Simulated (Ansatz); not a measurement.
Calculated with Ansatz (gas phase, PBE0-D4/def2-TZVP geometries, no zero-point term in ΔE). CCSD(T)/CBS is the MP2 limit (def2-TZVPP, def2-QZVPP) plus CCSD(T) − MP2 in def2-TZVPP, frozen cores. DFT in def2-TZVPP. B3LYP here is the variant with VWN-RPA as its local correlation; programs differ in this. For Ti outer-core shells are correlated without core-valence functions, which leaves a few kJ/mol of doubt a bond. Scalar relativity is left out up to krypton. One conformer a species, not always the lowest.

Reaction (redistribution): `C#[C][Ti]([F])([F])[F]` + `C[SiH2]BO` → `[OH][Ti]([F])([F])[F]` + `C#CB[SiH2]C`

`C#[C][Ti]([F])([F])[F]`:

```xyz
7

C     1.995   -0.552    0.340
C     0.841   -0.233    0.143
Ti   -1.067    0.295   -0.182
F    -1.962    0.069    1.292
F    -1.713   -0.713   -1.443
F    -1.104    1.966   -0.662
H     3.010   -0.833    0.514
```

`C[SiH2]BO`:

Z-matrix (Å, degrees):
```
C
Si 1 1.877
H 1 1.092 2 110.6
H 1 1.092 2 110.5 3 119.2
H 1 1.092 2 111.4 3 -120.4
B 2 2.027 1 113.8 3 -59.9
H 2 1.495 1 110.0 3 62.1
H 2 1.495 1 110.0 3 178.3
O 6 1.354 2 118.7 1 -0.7
H 6 1.207 2 122.5 1 179.4
H 9 0.962 6 113.7 2 -179.9
```

`[OH][Ti]([F])([F])[F]`:

Cartesian coordinates in Å:
```
O -0.687 0.772 0.859
Ti 0.254 -0.312 -0.162
F 1.044 -1.504 0.846
F -0.797 -1.101 -1.318
F 1.446 0.603 -1.059
H -1.259 1.540 0.835
```

`C#CB[SiH2]C`:

```xyz
12

C     1.988    1.922   -0.666
C     0.996    1.329   -1.032
B    -0.229    0.564   -1.422
Si   -1.073   -0.764   -0.162
C    -0.196   -0.933    1.484
H     2.861    2.451   -0.359
H    -0.706    0.754   -2.502
H    -2.493   -0.349    0.049
H    -1.118   -2.085   -0.861
H    -0.175    0.026    2.007
H    -0.692   -1.663    2.127
H     0.838   -1.253    1.337
```

Problem. Is it downhill or uphill in electronic energy at CCSD(T)/CBS, and by how much? (An estimate is asked.)

Solution. The calculation gave: Downhill: ΔE = -0.25 eV.

Problem. What do these levels give: PBE-D4, B3LYP-D4, B2PLYP, PBE0, MP2/def2-TZVPP, CCSD/CBS(def2)? (An estimate is asked.)

Solution. Computed: PBE-D4 -0.33, B3LYP-D4 -0.32, B2PLYP -0.28, PBE0 -0.31, MP2/def2-TZVPP -0.25, CCSD/CBS(def2) -0.26 eV.

Largest T1 diagnostic among the species: 0.023, so the coupled-cluster value is less sure than usual.
